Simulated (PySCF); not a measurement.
```xyz
9

C      1.1840    -0.1223     0.0370
N      0.0457    -0.3224    -0.8059
C     -1.1758     0.0698    -0.1731
H      1.3370     0.9652     0.2646
H      2.1098    -0.5043    -0.4391
H      1.0713    -0.6129     1.0390
H     -2.0323     0.0014    -0.8741
H     -1.1365     1.1103     0.2427
H     -1.4031    -0.5849     0.7088
```

Charge 0, multiplicity 2.

Give the Mulliken and meta-Löwdin atomic charges from PySCF with PBE-D3(BJ)/def2-TZVP // PBE-D3(BJ)/def2-SVP.


```
atom  Mulliken (e)  meta-Löwdin (e)
----  ------------  ---------------
C1           -0.28            -0.25
N2           -0.18            -0.20
C3           -0.28            -0.25
H4            0.12             0.11
H5            0.14             0.12
H6            0.11             0.11
H7            0.14             0.12
H8            0.11             0.11
H9            0.12             0.12
```
